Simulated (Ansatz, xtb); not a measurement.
## Isomers of Cl2H3Si2 in order of energy

3 gas-phase structures of Cl2H3Si2, found in a search over its isomers (lower ones may exist). Each was relaxed with GFN2-xTB; where two conformers were screened, the lower at r2SCAN-D4/def2-SVP is listed:

A. `Cl[SiH][SiH2]Cl`, a doublet
B. `[SiH3][Si](Cl)Cl`, a doublet
C. `[SiH2][SiH](Cl)Cl`, a doublet

Make a reasoned guess at their ranking by r2SCAN-D4/def2-SVP single-point energy.

Calculated order at r2SCAN-D4/def2-SVP: B (0.000), C (0.065), A (0.223) eV.

Energies above the lowest of each column, in eV; the last columns are at B3LYP-D3(BJ)/def2-SVP geometries:

| structure | GFN2-xTB | HF/STO-3G | r2SCAN-D4/def2-SVP | B3LYP-D3(BJ)/def2-SVP | CCSD(T)/def2-SVP + ΔMP2/def2-TZVPP |
| --- | --- | --- | --- | --- | --- |
| B | 0.072 | 0.000 | 0.000 | 0.000 | 0.000 |
| C | 0.248 | 0.452 | 0.065 | 0.112 | 0.025 |
| A | 0.000 | 0.285 | 0.223 | 0.178 | 0.111 |

CCSD(T)/def2-SVP + ΔMP2/def2-TZVPP puts B lowest, with C within 1 kcal/mol; GFN2-xTB picks A. Flexible structures stand in one conformer each, not always the lowest. Open shells are spin-unrestricted. ΔMP2 is the change of the MP2 energy from the smaller to the larger basis.

Programs: Ansatz 0.2.0, xtb 6.7.1.
